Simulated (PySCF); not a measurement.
**Relaxation of quartet IrO2**

Computed with UPBE0/[Ir dyall-v2z, O def2-TZVP], no relativity, density fitting, PySCF. A (50,194) grid was used.

A hand-made linear start, of D∞h symmetry, held to at least that symmetry:

```xyz
3
charge 0 multiplicity 4, angstrom
Ir    0.0000    0.0000    0.0000
O     0.0000    0.0000    1.7200
O     0.0000    0.0000   -1.7200
```

Problem. What does it relax to?

Solution. It ends at D∞h with Ir–O 1.795 Å (×2); O–Ir–O 180.0°. A frequency run shows 1 imaginary mode, down to 136i cm⁻¹, so it is a saddle point. Other isomers or separated fragments may lie lower.

Problem. How much energy is released, and in how many steps?

Solution. 23.4 kJ/mol in 4 steps.

Relativity is left out on purpose here, so the numbers are not realistic for elements this heavy. With open d or f shells other occupations or spin states may lie lower. No spin–orbit coupling is included, which matters more the heavier the element.
